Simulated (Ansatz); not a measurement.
Consider the ligand exchange at a B–C bond: `OBC[SiH3]` + H–F → `OBF` + `C[SiH3]`.

Calculated with Ansatz (gas phase, PBE0-D4/def2-TZVP geometries, no zero-point term in ΔE). CBS: MP2 limit from def2 TZ/QZ plus the TZ coupled-cluster correction, frozen cores. This one scheme is used for every species. Functionals use def2-TZVPP. HSE06 is defined as in plane-wave codes. One conformer a species, not always the lowest.

`OBC[SiH3]`:

Z-matrix (Å, degrees):
```
C
B 1 1.552
Si 1 1.880 2 110.9
H 1 1.095 2 111.3 3 -117.5
H 1 1.095 2 112.1 3 119.8
O 2 1.358 1 119.0 3 -96.6
H 2 1.205 1 121.8 3 81.3
H 3 1.488 1 110.6 2 -57.6
H 3 1.488 1 110.5 2 -177.4
H 3 1.487 1 110.7 2 62.4
H 6 0.960 2 113.1 1 177.8
```

H–F:

Cartesian coordinates in Å:
```
F -0.075 0.161 -0.424
H 0.075 -0.161 0.424
```

`OBF`:

Z-matrix (Å, degrees):
```
B
O 1 1.344
F 1 1.332 2 120.3
H 1 1.192 2 120.1 3 -180.0
H 2 0.963 1 113.4 3 -0.0
```

`C[SiH3]`:

```xyz
8

C     0.045   -0.891   -0.423
Si   -0.040    0.797    0.378
H    -0.553   -1.615    0.135
H     1.075   -1.253   -0.454
H    -0.333   -0.854   -1.447
H    -1.445    1.288    0.422
H     0.773    1.783   -0.384
H     0.478    0.745    1.772
```

```json
{"level": "LDA (SPW92)", "ΔE (kcal/mol)": "-31.8", "difference from CCSD(T)/CBS": "-0.3"}
{"level": "revPBE-D4", "ΔE (kcal/mol)": "-30.5", "difference from CCSD(T)/CBS": "1.0"}
{"level": "B97M-V", "ΔE (kcal/mol)": "-34.6", "difference from CCSD(T)/CBS": "-3.1"}
{"level": "HSE06-D4", "ΔE (kcal/mol)": "-31.6", "difference from CCSD(T)/CBS": "-0.1"}
{"level": "BHLYP-D4", "ΔE (kcal/mol)": "-34.9", "difference from CCSD(T)/CBS": "-3.4"}
{"level": "ωB97M-V", "ΔE (kcal/mol)": "-33.2", "difference from CCSD(T)/CBS": "-1.7"}
{"level": "PBE-QIDH", "ΔE (kcal/mol)": "-32.4", "difference from CCSD(T)/CBS": "-0.9"}
{"level": "PBE", "ΔE (kcal/mol)": "-32.6", "difference from CCSD(T)/CBS": "-1.1"}
{"level": "HSE06", "ΔE (kcal/mol)": "-32.6", "difference from CCSD(T)/CBS": "-1.1"}
{"level": "LC-ωPBE", "ΔE (kcal/mol)": "-33.1", "difference from CCSD(T)/CBS": "-1.6"}
{"level": "MP2/def2-TZVPP", "ΔE (kcal/mol)": "-31.8", "difference from CCSD(T)/CBS": "-0.3"}
{"level": "CCSD/def2-TZVPP", "ΔE (kcal/mol)": "-33.2", "difference from CCSD(T)/CBS": "-1.7"}
{"level": "CCSD(T)/def2-TZVPP", "ΔE (kcal/mol)": "-32.5", "difference from CCSD(T)/CBS": "-1.0"}
{"level": "HF/def2-QZVPP", "ΔE (kcal/mol)": "-38.6", "difference from CCSD(T)/CBS": "-7.1"}
{"level": "SCS-MP2/def2-QZVPP", "ΔE (kcal/mol)": "-32.7", "difference from CCSD(T)/CBS": "-1.2"}
{"level": "HF/CBS(def2)", "ΔE (kcal/mol)": "-38.6", "difference from CCSD(T)/CBS": "-7.1"}
{"level": "CCSD(T)/CBS", "ΔE (kcal/mol)": "-31.5", "difference from CCSD(T)/CBS": "0"}
```

Largest T1 diagnostic among the species: 0.013.

In def2-TZVPP, CCSD(T) changes the Hartree–Fock value by +6.1 kcal/mol (the triples alone add +0.7 kcal/mol) and MP2 by +6.8 kcal/mol. At CCSD(T), def2-SVP lies −5.4 kcal/mol from the extrapolated value and def2-TZVPP −1.0 kcal/mol.
